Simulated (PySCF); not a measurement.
Molecule: CH₇OSi₂, net charge -1, singlet state. It need not be the lowest isomer of its formula. Whether it binds its extra electron was not tested at this geometry. 
Structure (B3LYP-D3(BJ)/def2-TZVP (Ansatz) minimum search):
```xyz
11

C      2.3180    -0.3005     0.5449
Si     0.9374    -0.2018    -0.8349
O     -0.3434     0.5090     0.1982
Si    -1.8727     0.0490     0.3289
H      2.3568     0.6096     1.1551
H      2.1460    -1.1508     1.2138
H      3.3023    -0.4445     0.0811
H      1.4440     1.1371    -1.4273
H     -2.0681    -1.3717     0.7547
H     -2.6874     0.2097    -0.9159
H     -2.5601     0.8809     1.3669
```
Charge -1, spin multiplicity 1.

Dispersion corrections to the total energy (kcal/mol) from the dftd3 and dftd4 libraries through PySCF: D3(BJ) without and D4 with the three-body term, each with the damping fitted for the functional named.

| functional | D3(BJ) | D4 |
|---|---|---|
| B2GP-PLYP | -4.30 | -2.72 |
| r2SCAN | -1.50 | -1.60 |
| LC-wPBE | ___ | -7.11 |
| B2PLYP | -4.64 | -4.45 |
| TPSS | ___ | -8.58 |
| CAM-B3LYP | -4.48 | ___ |
| HF | -41.70 | -22.25 |

Q: Complete the blanks.

A: 
- LC-wPBE, D3(BJ): -5.24
- TPSS, D3(BJ): -6.71
- CAM-B3LYP, D4: -5.50
